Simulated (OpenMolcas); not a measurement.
Tc2+ in a point-charge field

Tc2+ among 6 point charges of -1.7 e arranged as an octahedron (Oh), 2.01 Å from the ion.
```
   2.0100    0.0000    0.0000  -1.70
   0.0000    2.0100    0.0000  -1.70
  -2.0100    0.0000    0.0000  -1.70
   0.0000   -2.0100    0.0000  -1.70
   0.0000    0.0000    2.0100  -1.70
   0.0000    0.0000   -2.0100  -1.70
```

```json
{
  "Program": "OpenMolcas 26.06",
  "Method": "CASSCF",
  "Basis": "ANO-RCC-VDZP [6s5p3d1f]",
  "Scalar Hamiltonian": "DKH2, point nucleus",
  "Active space": "5 electrons in 5 orbitals (4d)",
  "State averaging": "2S+1 = 6 even, 1 root; 2S+1 = 4 even, 24 roots; 2S+1 = 2 even, 75 roots",
  "Spin-orbit coupling": "state interaction with AMFI integrals over the reference wave functions"
}
```

The lowest spin-free states (labels of O, the rotations of Oh), above the lowest:

```tsv
State	Degeneracy	E (cm-1)	Free-ion L (%)
6A1	1	0.0	S (100)
4T1	3	12889	G (59)
2T2	3	14966	I (32)
4T2	3	17831	G (58)
4E	2	23214	G (97)
2A2	1	23309	I (55)
4A1	1	23479	G (100)
2T1	3	24198	I (60)
2T2	3	25131	I (52)
4T2	3	25454	D (62)
2E	2	26632	I (37)
4E	2	29342	D (97)
2T1	3	31389	F (42)
2A1	1	32987	I (90)
2E	2	33507	I (50)
4T1	3	33716	F (46)
2T2	3	34223	I (47)
2T2	3	36228	D (52)
2A1	1	37464	G (82)
2E	2	40207	G (78)
```

The lowest levels with spin-orbit coupling:

```json
{"E (cm-1)": "0.0", "Degeneracy": "2", "Label": "Γ7", "2S+1": "6", "g": "3.33 3.33 3.33"}
{"E (cm-1)": "0.7", "Degeneracy": "4", "Label": "Γ8", "2S+1": "6", "g": ""}
{"E (cm-1)": "12006", "Degeneracy": "2", "Label": "Γ7", "2S+1": "4 (68 %)", "g": "2.41 2.41 2.41"}
{"E (cm-1)": "12658", "Degeneracy": "4", "Label": "Γ8", "2S+1": "4 (90 %)", "g": ""}
{"E (cm-1)": "12973", "Degeneracy": "4", "Label": "Γ8", "2S+1": "4", "g": ""}
{"E (cm-1)": "13142", "Degeneracy": "2", "Label": "Γ6", "2S+1": "4", "g": "2.90 2.90 2.90"}
{"E (cm-1)": "14954", "Degeneracy": "2", "Label": "Γ7", "2S+1": "2 (66 %)", "g": "2.14 2.14 2.14"}
{"E (cm-1)": "15535", "Degeneracy": "4", "Label": "Γ8", "2S+1": "2 (83 %)", "g": ""}
{"E (cm-1)": "17788", "Degeneracy": "2", "Label": "Γ7", "2S+1": "4", "g": "1.95 1.95 1.95"}
{"E (cm-1)": "17956", "Degeneracy": "2", "Label": "Γ6", "2S+1": "4", "g": "3.12 3.12 3.12"}
{"E (cm-1)": "17970", "Degeneracy": "4", "Label": "Γ8", "2S+1": "4", "g": ""}
{"E (cm-1)": "18028", "Degeneracy": "4", "Label": "Γ8", "2S+1": "4", "g": ""}
{"E (cm-1)": "22719", "Degeneracy": "4", "Label": "Γ8", "2S+1": "4 (66 %)", "g": ""}
{"E (cm-1)": "22889", "Degeneracy": "2", "Label": "Γ7", "2S+1": "4 (81 %)", "g": "1.62 1.62 1.62"}
{"E (cm-1)": "23113", "Degeneracy": "2", "Label": "Γ6", "2S+1": "4 (87 %)", "g": "1.40 1.40 1.40"}
{"E (cm-1)": "23276", "Degeneracy": "2", "Label": "Γ7", "2S+1": "2 (86 %)", "g": "2.14 2.14 2.14"}
{"E (cm-1)": "23304", "Degeneracy": "4", "Label": "Γ8", "2S+1": "4", "g": ""}
{"E (cm-1)": "24644", "Degeneracy": "4", "Label": "Γ8", "2S+1": "2 (63 %)", "g": ""}
{"E (cm-1)": "24842", "Degeneracy": "2", "Label": "Γ6", "2S+1": "2 (70 %)", "g": "0.95 0.95 0.95"}
{"E (cm-1)": "25048", "Degeneracy": "4", "Label": "Γ8", "2S+1": "4", "g": ""}
```

Powder χT (cm3 K/mol): 4.32 at 2 K, 4.36 at 10 K, 4.37 at 50 K, 4.37 at 100 K, 4.37 at 200 K, 4.37 at 300 K. The effective moment at 300 K is 2.828 √(χT) = 5.91 μB.

The lowest level has 2S+1 = 6, for which the spin-only value is χT = S(S+1) / 2 = 4.375 cm3 K/mol (g = 2). The computed 4.367 at 300 K differs by -0.008, through a little spin-orbit mixing out of the ground term, against the free-electron g of 2.0023, which raises it.

A least-squares ligand-field fit to the states below 45000 cm-1, each weighted by its degeneracy and with a free common offset, gives 10Dq = 12526 cm-1, B = 827 cm-1 and C = 3035 cm-1 (C/B = 3.67), with an rms deviation of 519 cm-1.

Without dynamic correlation the repulsion within the d shell is too large (B by tens of per cent), so at a given field states of lower spin stand too high. Point charges give a weaker field than real ligands, and real ions of this kind are as a rule low spin; the high spin found here belongs to the model. This is an electrostatic model: the charges have no orbitals. No measured value stands beside these numbers.
